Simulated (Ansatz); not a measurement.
Consider the substitution at a C–Si bond: `C#C[SiH](C)OC` + `C[SiH2]SS` → `C#CSS[SiH2]C` + `CO[SiH2]C`.

Computed with Ansatz on PBE0-D4/def2-TZVP structures; ΔE is electronic, products minus reactants. CCSD(T)/CBS is the MP2 limit (def2-TZVPP, def2-QZVPP) plus CCSD(T) − MP2 in def2-TZVPP, frozen cores. This one scheme is used for every species. DFT in def2-TZVPP. B3LYP here is the variant with VWN-RPA as its local correlation; programs differ in this. Each species was taken in one conformer, which may not be the lowest.

`C#C[SiH](C)OC`:

Cartesian coordinates in Å:
```
C 1.330 -0.259 2.430
C 0.580 -0.284 1.485
Si -0.556 -0.313 0.045
C -0.660 -2.015 -0.674
O 0.008 0.689 -1.123
C 0.254 2.060 -0.910
H 1.992 -0.240 3.266
H -1.875 0.169 0.540
H -1.337 -2.027 -1.531
H 0.325 -2.351 -1.004
H -1.033 -2.721 0.072
H 0.603 2.494 -1.849
H 1.024 2.212 -0.146
H -0.655 2.587 -0.600
```

`C[SiH2]SS`:

Z-matrix (Å, degrees):
```
C
Si 1 1.861
H 1 1.092 2 110.7
H 1 1.093 2 110.1 3 120.1
H 1 1.092 2 110.3 3 -120.3
S 2 2.151 1 112.2 3 61.0
H 2 1.487 1 110.9 3 -177.5
H 2 1.489 1 111.6 3 -55.0
S 6 2.065 2 98.3 1 60.8
H 9 1.346 6 98.1 2 88.4
```

`C#CSS[SiH2]C`:

Cartesian coordinates in Å:
```
C -2.809 1.203 2.024
C -2.483 0.181 1.473
S -2.069 -1.288 0.787
S -1.118 -0.744 -0.973
Si 0.860 -0.514 -0.148
C 1.980 0.006 -1.545
H -3.097 2.109 2.503
H 1.281 -1.810 0.441
H 0.802 0.513 0.923
H 3.001 0.132 -1.174
H 1.997 -0.745 -2.337
H 1.655 0.956 -1.974
```

`CO[SiH2]C`:

```xyz
12

C    -1.536   -0.101    1.113
O    -0.461    0.789    0.942
Si    0.972    0.342    0.267
C     0.806   -0.104   -1.535
H    -2.295    0.388    1.726
H    -1.223   -1.022    1.621
H    -1.992   -0.373    0.154
H     1.521   -0.833    1.007
H     1.870    1.510    0.442
H     0.150   -0.967   -1.676
H     1.785   -0.361   -1.948
H     0.403    0.732   -2.112
```

| level | ΔE (kcal/mol) | difference from CCSD(T)/CBS |
| --- | --- | --- |
| PBE-D4 | 16.1 | -4.4 |
| r2SCAN-D4 | 18.0 | -2.5 |
| PBE0-D4 | 17.9 | -2.6 |
| B3LYP-D4 | 18.2 | -2.3 |
| ωB97X-V | 19.7 | -0.8 |
| ωB97M-V | 20.3 | -0.2 |
| B2PLYP | 18.9 | -1.6 |
| PBE | 16.1 | -4.4 |
| r2SCAN | 18.0 | -2.5 |
| PBE0 | 17.9 | -2.6 |
| B3LYP | 18.2 | -2.3 |
| HF/def2-TZVPP | 22.5 | 2.0 |
| MP2/def2-TZVPP | 19.3 | -1.2 |
| SCS-MP2/def2-TZVPP | 19.7 | -0.8 |
| CCSD/def2-TZVPP | 21.2 | 0.7 |
| CCSD(T)/def2-TZVPP | 20.4 | -0.1 |
| HF/def2-QZVPP | 22.6 | 2.1 |
| MP2/def2-QZVPP | 19.3 | -1.2 |
| SCS-MP2/def2-QZVPP | 19.9 | -0.6 |
| HF/CBS(def2) | 22.6 | 2.1 |
| MP2/CBS(def2) | 19.4 | -1.1 |
| CCSD/CBS(def2) | 21.3 | 0.8 |
| CCSD(T)/CBS | 20.5 | 0 |

Largest T1 diagnostic among the species: 0.013.

From PBE to PBE0 (25 % exact exchange), in def2-TZVPP and without D4, ΔE moves by +1.8 kcal/mol. In def2-TZVPP, CCSD(T) changes the Hartree–Fock value by −2.1 kcal/mol (the triples alone add −0.8 kcal/mol) and MP2 by −3.2 kcal/mol.
